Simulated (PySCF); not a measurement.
C₂H₉FSi₃, SMILES F[C@H]1C[SiH2][Si@@H]1[SiH3].

The structure is a stationary point at PBE-D3(BJ)/def2-SVP. The structure was generated by enumeration; whether it is a known compound was not checked.

These are PySCF with PBE-D3(BJ)/def2-SVP values and carry that method's errors.

Frequencies are harmonic and unscaled.

Computed vibrational spectrum:
```tsv
mode	ν (cm⁻¹)	IR (km/mol)	moving atoms (share of kinetic energy)
1	72	0.4	Si 54 %, H 20 %, F 15 %, C 11 %
2	79	0.2	H 95 %
3	90	0.4	Si 48 %, H 24 %, C 17 %, F 10 %
4	129	2.7	Si 34 %, H 27 %, F 20 %, C 19 %
5	239	1.2	Si 46 %, F 35 %, H 13 %
6	310	2.5	Si 29 %, H 28 %, C 23 %, F 20 %
7	360	1.5	H 44 %, C 37 %, F 15 %
8	375	0.2	Si 71 %, H 24 %
9	412	20.3	H 57 %, Si 22 %, F 15 %
10	434	7.4	H 55 %, Si 34 %, C 8 %
11	487	3.9	H 77 %, Si 19 %
12	510	4.8	H 51 %, Si 46 %
13	543	1.0	H 68 %, Si 21 %
14	604	29.3	H 64 %, Si 22 %, C 11 %
15	636	65.3	H 57 %, C 24 %, Si 16 %
16	665	6.2	H 55 %, C 32 %, Si 11 %
17	692	93.1	H 56 %, C 26 %, Si 17 %
18	697	53.2	H 83 %, Si 14 %
19	801	161.2	H 72 %, C 22 %
20	837	129.6	H 86 %, Si 9 %
21	898	88.0	H 94 %
22	899	29.0	H 98 %
23	901	36.8	H 97 %
24	957	21.0	H 56 %, C 39 %
25	1028	12.0	H 48 %, C 40 %, F 10 %
26	1039	45.4	C 57 %, H 30 %, F 12 %
27	1100	68.4	H 50 %, C 41 %, F 9 %
28	1194	4.5	H 75 %, C 25 %
29	1304	9.5	H 85 %, C 14 %
30	1377	6.2	H 90 %, C 10 %
31	2139	41.9	H 97 %
32	2148	67.0	H 99 %
33	2158	65.7	H 98 %
34	2164	84.0	H 96 %
35	2165	79.2	H 96 %
36	2177	97.5	H 96 %
37	2934	16.8	H 92 %
38	2979	7.9	H 95 %
39	3047	9.4	H 90 %, C 10 %
```
